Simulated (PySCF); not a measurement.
From computed data to an observable: chemical shift, span and skew from a shielding tensor

Ge(F)(OH)2(NH2) (FGeH4NO2), SMILES [NH2][Ge]([OH])([OH])[F]. Atoms are numbered in the order given.

```xyz
9

N     -1.7378    -0.4853    -0.0283
Ge    -0.0074    -0.0001    -0.0177
O      0.2758     1.7315    -0.0432
O      0.9145    -0.6362    -1.3627
F      0.6100    -0.6172     1.4810
H     -2.1544    -0.5886    -0.9488
H     -1.9339    -1.3066     0.5368
H     -0.2242     2.1990     0.6351
H      1.7034    -0.1108    -1.5411
```
Charge 0, spin multiplicity 1.

Geometry: PBE0-D3(BJ)/def2-SVP. This is a generated structure with no PubChem entry under its InChIKey; it may be hypothetical. One conformer was computed; it need not be the lowest.

GIAO shieldings from HF/pcSseg-1 (PySCF), non-relativistic, no solvent. The symmetric part of the tensor of N1 has the principal values 230.5, 279.6, 284.8 ppm. The same nucleus in NH3 has σ = 267.3 ppm at this level (PySCF, at its B3LYP-D3(BJ)/def2-TZVP geometry).

Q: Work out the isotropic shielding, the ¹⁵N shift against NH3, the span and the skew.

A: 
σ(iso) = (σ11 + σ22 + σ33)/3 = 265.0 ppm. δ = σ(ref) − σ(iso) = 267.3 − (265.0) = 2.3 ppm.
Span Ω = σ33 − σ11 = 54.3 ppm. Skew κ = 3(σ(iso) − σ22)/Ω = -0.81. Tumbling in solution averages the tensor to δ; in a static solid the shielding alone would spread this spin-1/2 line over Ω.
